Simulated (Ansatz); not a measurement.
The pair A = H4SeSi (SMILES [SiH3][SeH]) (first 6 atoms), B = HF (SMILES F); geometry from B3LYP-D3(BJ)/def2-TZVP.
(charge 0, multiplicity 1):
```tsv
atom	x (Å)	y (Å)	z (Å)
Si	0.6140	-1.3546	0.8601
Se	-0.4734	0.6838	0.9874
H	0.0502	-2.1599	-0.2427
H	2.0175	-0.9959	0.5795
H	0.4886	-2.0777	2.1396
H	-1.7522	0.0804	1.3975
F	0.8532	0.7205	3.9884
H	0.4022	0.8300	3.1711
```

Frozen-core correlation. Filled d and f shells under p-block atoms count as core. MP2 and its Hartree–Fock in def2-QZVPPD are density fitted.

Codes used: Ansatz (a quantum-chemistry and plane-wave program). Values without a source in brackets are computed.

Total energies (hartree), monomers frozen at their geometry in the pair:

```json
[
 {"structure": "AB", "HF/def2-QZVPPD": "-2791.2663285", "MP2/def2-TZVPPD": "-2791.7758321", "CCSD(T)/def2-TZVPPD": "-2791.8368197"},
 {"structure": "A in the pair's basis", "HF/def2-QZVPPD": "-2691.1934748", "MP2/def2-TZVPPD": "-2691.4290074", "CCSD(T)/def2-TZVPPD": "-2691.4814663"},
 {"structure": "B in the pair's basis", "HF/def2-QZVPPD": "-100.0687648", "MP2/def2-TZVPPD": "-100.3392934", "CCSD(T)/def2-TZVPPD": "-100.3480697"},
 {"structure": "A", "HF/def2-QZVPPD": "-2691.1934625", "MP2/def2-TZVPPD": "-2691.4282657", "CCSD(T)/def2-TZVPPD": "-2691.4807117"},
 {"structure": "B", "HF/def2-QZVPPD": "-100.0687549", "MP2/def2-TZVPPD": "-100.3389805", "CCSD(T)/def2-TZVPPD": "-100.3477422"}
]
```

### Question
Work out the interaction energy without and with the counterpoise correction, and the superposition error, for each level.

### Answer

E(AB) − E(A) − E(B), times 627.509 kcal/mol, with the monomers in their own basis and then in the pair's basis:
- HF/def2-QZVPPD: -2.58 uncorrected, -2.57 corrected; the monomers gain 0.01 kcal/mol from borrowed functions
- MP2/def2-TZVPPD: -5.39 uncorrected, -4.73 corrected; the monomers gain 0.66 kcal/mol from borrowed functions
- CCSD(T)/def2-TZVPPD: -5.25 uncorrected, -4.57 corrected; the monomers gain 0.68 kcal/mol from borrowed functions
